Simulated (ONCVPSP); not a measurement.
# An all-electron radial function and its pseudo partner (silver)

Columns: radius, all-electron u(r) and pseudo u(r) of the 4p shell (level -58.67 eV) of silver in the configuration [Ar] 3d10 4s2 4p6 4d10 5s1; LDA (Perdew-Zunger), scalar-relativistic, ONCV scheme, ONCVPSP 4.0.1.

| r (bohr) | all-electron | pseudo |
| --- | --- | --- |
| 0.085 | 0.3722 | 0.0290 |
| 0.170 | -0.2444 | 0.1122 |
| 0.255 | -0.6139 | 0.2397 |
| 0.340 | -0.4852 | 0.3968 |
| 0.425 | -0.0961 | 0.5661 |
| 0.510 | 0.3349 | 0.7296 |
| 0.595 | 0.6941 | 0.8721 |
| 0.680 | 0.9436 | 0.9820 |
| 0.765 | 1.0852 | 1.0525 |
| 0.850 | 1.1393 | 1.0824 |
| 0.935 | 1.1291 | 1.0744 |
| 1.020 | 1.0764 | 1.0347 |
| 1.105 | 0.9983 | 0.9711 |
| 1.190 | 0.9075 | 0.8921 |
| 1.275 | 0.8127 | 0.8051 |
| 1.360 | 0.7195 | 0.7163 |
| 1.445 | 0.6313 | 0.6303 |
| 1.530 | 0.5501 | 0.5499 |
| 1.615 | 0.4767 | 0.4766 |
| 1.700 | 0.4111 | 0.4111 |
| 1.785 | 0.3533 | 0.3533 |
| 1.870 | 0.3027 | 0.3027 |
| 1.955 | 0.2587 | 0.2587 |
| 2.040 | 0.2207 | 0.2207 |
| 2.125 | 0.1879 | 0.1878 |
| 2.210 | 0.1597 | 0.1597 |

How many radial nodes do the two functions have?

The all-electron 4p function has n − l − 1 = 2; the pseudo-wave has 0, since the states of the same l below it are removed with the core.

At about which radius was the pseudo-wave matched?

1.70 bohr. The columns agree to 0.0005 from 1.53 bohr on; several derivatives are matched, so the curves merge somewhat inside the radius.

Is the pseudo-wave norm-conserving?

Yes: the ONCV scheme keeps the norm inside the radius equal to the all-electron one, which fixes the energy derivative of the logarithmic derivative at the level.
